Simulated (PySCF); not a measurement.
C9H12P (charge +1).
Numbering: `[CH3:1][CH2:2][P@@+:3]12[CH:4]=[CH:5][C@@H:6]([CH:7]=[CH:8]1)[CH:9]=[CH:10]2`

Cartesian coordinates in Å at the GFN2-xTB level; atoms count from 1:
```
atom  x, y, z in Å
C1     2.972   -0.413   -0.169
C2     2.083    0.830   -0.164
P3     0.336    0.363   -0.036
C4    -0.357   -0.677   -1.327
C5    -1.638   -0.933   -1.087
C6    -2.278   -0.349    0.157
C7    -1.485   -0.835    1.354
C8    -0.186   -0.568    1.410
C9    -2.121    1.157    0.086
C10   -0.900    1.669   -0.011
H11    4.015   -0.115   -0.247
H12    2.741   -1.059   -1.013
H13    2.853   -0.987    0.747
H14    2.314    1.482    0.685
H15    2.204    1.409   -1.085
H16    0.214   -1.021   -2.172
H17   -2.257   -1.536   -1.730
H18   -3.325   -0.635    0.234
H19   -2.016   -1.383    2.115
H20    0.488   -0.846    2.202
H21   -3.019    1.753    0.118
H22   -0.648    2.714   -0.069
```

NICS = −σ at a ghost point: NICS(0) at the centroid of the ring atoms, NICS(1) 1 Å to either side along the normal of their mean plane, zz for the tensor component along that normal. Level: GIAO PBE0/pcSseg-1 (PySCF, non-relativistic, gas phase) on the GFN2-xTB geometry, one conformer.

Ring bond lengths (Å), with Mayer bond orders in brackets: P3–C4 1.797 (0.95), C4–C5 1.328 (1.83), C5–C6 1.516 (0.98), C6–C7 1.515 (0.98), C7–C8 1.328 (1.83), C8–P3 1.797 (0.95); P3–C4 1.797 (0.95), C4–C5 1.328 (1.83), C5–C6 1.516 (0.98), C6–C9 1.516 (0.98), C9–C10 1.328 (1.83), C10–P3 1.799 (0.96).

Problem. What do the NICS probes read (ppm)?

Solution. 
```json
{"ring": "P3–C4–C5–C6–C7–C8", "type": "6-membered ring with P; formal bonds 2 double, 4 single", "NICS(0)": "-3.2", "NICS(1), two faces": "-4.8 / -5.3", "NICS(1)zz, two faces": "-5.7 / -7.1", "rms pucker (Å)": "0.35", "centre to ring atoms, mean (Å)": "1.47"}
{"ring": "P3–C4–C5–C6–C9–C10", "type": "6-membered ring with P; formal bonds 2 double, 4 single", "NICS(0)": "-3.0", "NICS(1), two faces": "-4.8 / -5.2", "NICS(1)zz, two faces": "-5.5 / -7.3", "rms pucker (Å)": "0.35", "centre to ring atoms, mean (Å)": "1.47"}
```

Problem. What can be read from them?

Solution. 
- P3–C4–C5–C6–C7–C8: mean NICS(1)zz -6.4 ppm, shielded. P3, C6 have four or more neighbours, and the NICS criterion for π rings isn't applied.
- P3–C4–C5–C6–C9–C10: mean NICS(1)zz -6.4 ppm, shielded. P3, C6 have four or more neighbours; no verdict on aromaticity is drawn.

Problem. Give the inner angles of the rings and the Hirshfeld charges of the ring atoms.

Solution. 
- P3–C4–C5–C6–C7–C8: P3 99.6° (+0.460 e), C4 110.7° (-0.086 e), C5 118.8° (+0.011 e), C6 107.7° (-0.008 e), C7 118.7° (+0.011 e), C8 110.7° (-0.086 e); sum 666.2° against 720° for a flat convex ring.
- P3–C4–C5–C6–C9–C10: P3 99.5° (+0.460 e), C4 110.7° (-0.086 e), C5 118.8° (+0.011 e), C6 107.5° (-0.008 e), C9 118.8° (+0.010 e), C10 110.7° (-0.086 e); sum 666.0° against 720° for a flat convex ring.

Problem. How shielded are the nuclei of the rings and their hydrogens (means over atoms taken as equivalent)?

Solution. 
```
   atoms                    environment  σ isotropic (ppm)  principal values of the symmetric part, first atom (ppm)
      P3         phosphonium phosphorus              337.1                                       327.3, 338.2, 345.8
 C4 (×3)               alkene CH carbon               56.6                                        -60.7, 65.4, 167.4
 C5 (×3)               alkene CH carbon               16.5                                        -125.2, 3.6, 171.3
      C6  sp3 carbon at a ring junction              130.2                                        90.7, 149.6, 150.2
H16 (×3)               vinylic hydrogen              24.31                                          21.8, 23.7, 27.3
H17 (×3)               vinylic hydrogen              23.07                                          21.2, 21.9, 26.1
     H18               methine hydrogen              25.61                                          23.2, 23.2, 30.5
```
